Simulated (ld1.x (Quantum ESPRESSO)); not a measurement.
# u(r) = r·R(r): atom against pseudo-atom (silver)

Columns: radius, all-electron u(r) and pseudo u(r) of the 4d shell (level -8.00 eV) of silver in the configuration [Kr] 4d10 5s0.75 5p0.25; PBE, scalar-relativistic, PAW scheme, ld1.x (Quantum ESPRESSO) 7.5.

```
r (bohr)  all-electron   pseudo
   0.205        0.4457  -0.0228
   0.410        0.0636  -0.1567
   0.615       -0.5040  -0.4100
   0.820       -0.8135  -0.6794
   1.025       -0.8963  -0.8412
   1.230       -0.8580  -0.8530
   1.435       -0.7713  -0.7720
   1.640       -0.6725  -0.6725
   1.845       -0.5775  -0.5775
   2.050       -0.4921  -0.4921
   2.255       -0.4176  -0.4176
   2.460       -0.3538  -0.3538
   2.665       -0.2996  -0.2996
   2.870       -0.2537  -0.2537
   3.075       -0.2148  -0.2148
   3.280       -0.1820  -0.1820
   3.485       -0.1543  -0.1543
   3.690       -0.1309  -0.1309
   3.895       -0.1111  -0.1111
   4.100       -0.0944  -0.0944
   4.305       -0.0802  -0.0802
   4.510       -0.0682  -0.0682
   4.715       -0.0580  -0.0580
   4.920       -0.0493  -0.0493
   5.125       -0.0420  -0.0420
   5.330       -0.0358  -0.0358
```

Question: How many radial nodes do the two functions have?

Answer: The all-electron 4d function has n − l − 1 = 1; the pseudo-wave has 0, since the states of the same l below it are removed with the core.

Question: At about which radius was the pseudo-wave matched?

Answer: 1.55 bohr, where the columns begin to agree (steps of 0.20 bohr).

Question: Is the pseudo-wave norm-conserving?

Answer: No, it belongs to a PAW set: the norm inside the radius is not constrained, and the difference is carried by the augmentation charge.
